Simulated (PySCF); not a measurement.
# Frontier levels across methods

C2H8FNSi.
SMILES with atom numbers: `[CH3:1][N:2]([CH3:3])[SiH2:4][F:5]` (hydrogens: H6, H7, H8 on C1; H9, H10, H11 on C3; H12, H13 on Si4)

Geometry (PBE0-D3(BJ)/def2-SVP, Å), atoms numbered from 1 in this order:
```
atom  x, y, z in Å
C1    -0.829   -1.309   -0.345
N2    -0.061   -0.135   -0.006
C3    -0.839    1.073    0.124
Si4    1.650   -0.119   -0.082
F5     2.248    0.145   -1.578
H6    -1.610   -1.504    0.413
H7    -1.335   -1.212   -1.325
H8    -0.181   -2.197   -0.391
H9    -1.336    1.359   -0.823
H10   -1.629    0.953    0.888
H11   -0.202    1.914    0.434
H12    2.151   -1.459    0.323
H13    2.148    1.001    0.759
```

Basis pcSseg-2 throughout (PySCF), one geometry. One conformer (not necessarily the lowest) at the PBE0-D3(BJ)/def2-SVP geometry, without solvent, vibrations or thermal averaging.

Problem. How do the orbital energies, the gap and the dipole change with the method?

Solution. 
```csv
method,kind,HOMO (eV),LUMO (eV),gap (eV),μ (D),SCF cycles
BLYP,GGA,-5.47,-0.28,5.19,2.07,15
OPBE,GGA,-5.54,-0.15,5.40,2.03,16
B97-D,GGA,-5.57,-0.16,5.41,2.04,16
PBE,GGA,-5.59,-0.33,5.26,2.08,15
BP86,GGA,-5.68,-0.22,5.46,2.08,15
KT2,GGA,-5.69,-0.37,5.32,2.09,16
KT3,GGA,-5.70,-0.44,5.27,2.05,16
LDA,LDA,-5.70,-0.50,5.20,2.16,15
B97-2,global hybrid,-6.63,0.46,7.10,2.09,14
B3LYP,global hybrid,-6.68,0.14,6.82,2.11,13
PBE0,global hybrid,-6.89,0.42,7.31,2.11,13
mPW1PW91,global hybrid,-6.92,0.41,7.33,2.11,13
BHandHLYP,global hybrid,-8.15,0.97,9.11,2.14,12
CAM-B3LYP,range-separated hybrid,-8.27,1.12,9.40,2.13,13
wB97X-D,range-separated hybrid,-8.75,2.12,10.87,2.12,13
LC-wPBE,range-separated hybrid,-9.61,2.28,11.89,2.13,14
HF,Hartree–Fock,-10.15,2.59,12.74,2.15,10
```

The HOMO spans 4.67 eV, from BLYP down to HF, and the gap runs from 5.19 eV (BLYP) to 12.74 eV (HF). Over the methods BLYP (0 %), OPBE (0 %), B97-D (0 %), PBE (0 %), BP86 (0 %), KT2 (0 %), KT3 (0 %), LDA (0 %), B97-2 (21 %), B3LYP (20 %), PBE0 (25 %), mPW1PW91 (25 %), BHandHLYP (50 %), HF (100 %), a straight line through the gap against the share of exact exchange rises by 0.75 eV for each 10 % (correlation coefficient 0.999). The dipole ranges from 2.03 D (OPBE) to 2.16 D (LDA). This basis has no diffuse functions.
